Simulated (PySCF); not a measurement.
C₂H₆OSi₂, SMILES C([SiH2][SiH2]O)#C.

Coordinates come from a ωB97X-D3(BJ)/def2-SVP optimisation. The structure was generated by enumeration, and PubChem lists no compound with its InChIKey, so it may never have been made. The values are those of a single conformer.

Two levels are set side by side: TDDFT-PBE/def2-SVPD (PySCF) and TDDFT-CAM-B3LYP/def2-SVPD (PySCF). Vertical, same geometry. The lowest singlet is HOMO→LUMO 67 %, HOMO→LUMO+1 28 % with PBE and HOMO→LUMO+1 45 %, HOMO−2→LUMO+1 12 %, HOMO→LUMO 8 %, HOMO−1→LUMO 8 % with the other functional; states are paired by order. Differences are taken from unrounded values.

```json
[
 {"quantity": "lowest singlet excitation (eV)", "TDDFT-CAM-B3LYP": "5.91", "TDDFT-PBE": "5.34", "TDDFT-PBE minus TDDFT-CAM-B3LYP": "-0.57"},
 {"quantity": "lowest triplet excitation (TDA) (eV)", "TDDFT-CAM-B3LYP": "4.91", "TDDFT-PBE": "4.69", "TDDFT-PBE minus TDDFT-CAM-B3LYP": "-0.23"}
]
```

Functionals without exact exchange tend to place singlet excitations lower, as here. Differences between two approximate levels are no errors against the true value.

Rough cost on one machine, each run with all the roots and properties that it gave: TDDFT-CAM-B3LYP against TDDFT-PBE about 7 times.
